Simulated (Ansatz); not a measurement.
`CSB(C)N` and `CBN` differ in one atom or group.

Ansatz, PBE0-D4/def2-TZVP geometries, multiplicity 1. Each molecule was computed in one conformer, which needn't be the lowest.

```csv
property,`CSB(C)N`
HOMO energy (PBE0/def2-TZVPP) / eV,-6.48
LUMO energy (ωB97M-V/def2-TZVPP) / eV,2.14
HOMO–LUMO gap (ωB97M-V/def2-TZVPP) / eV,10.81
LUMO energy (PBE/def2-TZVPP) / eV,-0.01
HOMO energy (B3LYP/def2-TZVPP) / eV,-6.25
HOMO–LUMO gap (B3LYP/def2-TZVPP) / eV,6.80
```

**Question.** What does the change do to each property? (Estimate.)

**Answer.** The calculation gave: 
```tsv
property	`CBN`	shift
HOMO energy (PBE0/def2-TZVPP) / eV	-8.32	-1.84
LUMO energy (ωB97M-V/def2-TZVPP) / eV	2.29	0.15
HOMO–LUMO gap (ωB97M-V/def2-TZVPP) / eV	13.02	2.21
LUMO energy (PBE/def2-TZVPP) / eV	-0.18	-0.17
HOMO energy (B3LYP/def2-TZVPP) / eV	-8.08	-1.83
HOMO–LUMO gap (B3LYP/def2-TZVPP) / eV	8.65	1.85
```

With PBE0 the HOMO falls by 1.84 eV and the LUMO falls by 0.06 eV, so the gap widens by about 1.78 eV. PBE moves the HOMO by -1.66 eV and ωB97M-V by -2.06 eV.

B3LYP here is the variant with VWN-RPA as its local correlation; programs differ in this.
